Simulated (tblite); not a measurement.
Compound: C₄H₈ClFO₃S.
Atom-mapped SMILES: `[CH3:1][O:2][C@@H:3]([CH3:4])[C@@H:5]([F:6])[S:7](=[O:8])(=[O:9])[Cl:10]` (hydrogens: H11, H12, H13 on C1; H14 on C3; H15, H16, H17 on C4; H18 on C5)

Computed geometry: GFN2-xTB, gas phase.

(1) Give the optimised bond lengths and angles.

Answers

(1) 
| bond | length (Å) |
| --- | --- |
| C1–O2 | 1.414 |
| O2–C3 | 1.410 |
| C3–C4 | 1.527 |
| C3–C5 | 1.519 |
| C5–F6 | 1.348 |
| C5–S7 | 1.857 |
| S7=O8 | 1.424 |
| S7=O9 | 1.424 |
| S7–Cl10 | 2.014 |
| C1–H11, C1–H12, C1–H13 | 1.092 |
| C3–H14 | 1.106 |
| C4–H15, C4–H16, C4–H17 | 1.087 |
| C5–H18 | 1.092 |

Bonds in one row agree within 0.01 Å and their mean is given. A selection of angles:
| angle | degrees |
| --- | --- |
| C1–O2–C3 | 115.8 |
| O2–C3–C4 | 114.9 |
| O2–C3–C5 | 101.4 |
| C4–C3–C5 | 111.5 |
| C3–C5–F6 | 114.4 |
| C3–C5–S7 | 108.2 |
| F6–C5–S7 | 104.9 |
| C5–S7–O8 | 113.6 |
| C5–S7–O9 | 107.0 |
| C5–S7–Cl10 | 102.7 |
| O8–S7–O9 | 118.2 |
| O8–S7–Cl10 | 108.3 |
| O9–S7–Cl10 | 105.7 |

Torsions: C1–O2–C3–C4 61° (synclinal); O2–C3–C5–F6 -163° (antiperiplanar); C3–C5–S7–O8 -31° (synclinal).

S7 (sulfonyl sulfur) is distorted tetrahedral (angles from 102.7° to 118.2°). Of the pairs four or more bonds apart, O8···H15 is among the closest relative to their van der Waals radii: 2.21 Å, 81 % of the sum of Bondi's values.

Point group: C1 (no symmetry element, even within 0.4 Å). Its GFN2-xTB frequencies are all real (lowest 48 cm⁻¹). One conformer, not necessarily the lowest. 3 starts were optimised and ended at 0.00, 1.33 and 2.01 kcal/mol (GFN2-xTB); the lowest of these is shown.
